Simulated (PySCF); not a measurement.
Ta(S)(OH)(NH2)2 (H5N2OSTa), SMILES [NH2][Ta]([OH])([NH2])=[S], multiplicity 1.

Geometry optimised at PBE0-D3(BJ)/def2-SVP. The spin state was assumed, not searched. The structure was generated by enumeration; whether it is a known compound was not checked. The def2 effective core potentials stand for the cores of Ta; spin–orbit coupling is left out. Other conformers were not sampled.

Method: PySCF with PBE0-D3(BJ)/def2-SVP.

Frequencies are harmonic and unscaled.

| mode | ν (cm⁻¹) | IR (km/mol) | Raman (Å⁴/amu) | depolarisation | moving atoms (share of kinetic energy) |
|---|---|---|---|---|---|
| 1 | 111 | 3.9 | 2.6 | 0.75 | H 68 %, N 18 %, S 12 % |
| 2 | 144 | 2.5 | 3.5 | 0.75 | S 32 %, O 27 %, H 17 %, Ta 13 %, N 11 % |
| 3 | 151 | 16.4 | 2.6 | 0.75 | H 42 %, O 16 %, N 15 %, S 14 %, Ta 13 % |
| 4 | 185 | 10.6 | 2.1 | 0.33 | N 36 %, O 28 %, H 23 %, Ta 9 % |
| 5 | 197 | 3.2 | 4.0 | 0.74 | N 68 %, H 25 % |
| 6 | 219 | 0.4 | 3.0 | 0.75 | H 46 %, N 28 %, O 17 %, S 10 % |
| 7 | 282 | 95.9 | 2.5 | 0.75 | H 65 %, O 28 % |
| 8 | 321 | 0.1 | 0.4 | 0.73 | H 96 % |
| 9 | 450 | 209.9 | 1.6 | 0.75 | H 78 %, O 20 % |
| 10 | 450 | 117.5 | 1.0 | 0.75 | H 79 %, N 21 % |
| 11 | 490 | 225.0 | 2.3 | 0.69 | H 75 %, N 23 % |
| 12 | 517 | 25.1 | 11.4 | 0.07 | S 62 %, H 24 %, Ta 9 % |
| 13 | 554 | 0.7 | 0.7 | 0.75 | H 80 %, N 19 % |
| 14 | 602 | 39.8 | 8.9 | 0.14 | H 54 %, S 21 %, N 16 % |
| 15 | 673 | 136.6 | 2.5 | 0.75 | N 73 %, H 15 %, Ta 12 % |
| 16 | 687 | 74.1 | 15.8 | 0.08 | N 76 %, H 15 % |
| 17 | 718 | 98.3 | 6.9 | 0.03 | O 77 %, H 11 %, Ta 9 % |
| 18 | 1503 | 56.4 | 12.0 | 0.75 | H 89 %, N 11 % |
| 19 | 1506 | 30.8 | 10.3 | 0.34 | H 89 %, N 11 % |
| 20 | 3578 | 114.6 | 85.8 | 0.75 | H 96 % |
| 21 | 3581 | 62.6 | 253.5 | 0.05 | H 96 % |
| 22 | 3679 | 22.3 | 59.7 | 0.75 | H 92 %, N 8 % |
| 23 | 3679 | 65.3 | 56.4 | 0.75 | H 92 %, N 8 % |
| 24 | 3956 | 260.7 | 124.4 | 0.28 | H 94 % |
